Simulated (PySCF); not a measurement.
palladium atom (Pd), singlet (core potentials on Pd). Base run: SVWN5/def2-TZVP in PySCF.

Input for PySCF:
```python
from pyscf import gto, scf, dft

mol = gto.M(
    atom='''
Pd    0.00000000    0.00000000    0.00000000
''',
    basis='def2-tzvp',
    ecp={'Pd': 'def2-tzvp'},
    verbose=4,
)

mf = dft.RKS(mol)
mf.xc = 'lda,vwn'
mf.kernel()
mf.analyze()
```

Variants of this job, named by their change:

| change | ΔE vs base (µEh) | SCF cycles | outcome |
|---|---|---|---|
| base | 0.0 | 14 | converged |
| conv_tol = 1e-12 | 0.0 | 16 | converged |
| conv_tol = 1e-11 | 0.0 | 15 | converged |
| diis_space = 4 | 0.0 | 15 | converged |
| damp = 0.5; diis_start_cycle = 5 | 0.0 | 17 | converged |
| conv_tol_grad = 1e-3 | 0.0 | 14 | converged |
| level_shift = 1.0 (with mf.max_cycle = 100) | 0.0 | 23 | converged |
| diis_space = 2 | 0.0 | 46 | converged |
| conv_tol_grad = 1e-7 | 0.0 | 15 | converged |
| diis = off (with mf.max_cycle = 100) | - | 100 | not converged |
| diis_space = 20 | 0.0 | 14 | converged |
| conv_tol = 1e-6 | 0.8 | 12 | converged |
| diis = off; damp = 0.6 (with mf.diis_start_cycle = 200; with mf.max_cycle = 150) | 0.0 | 17 | converged |
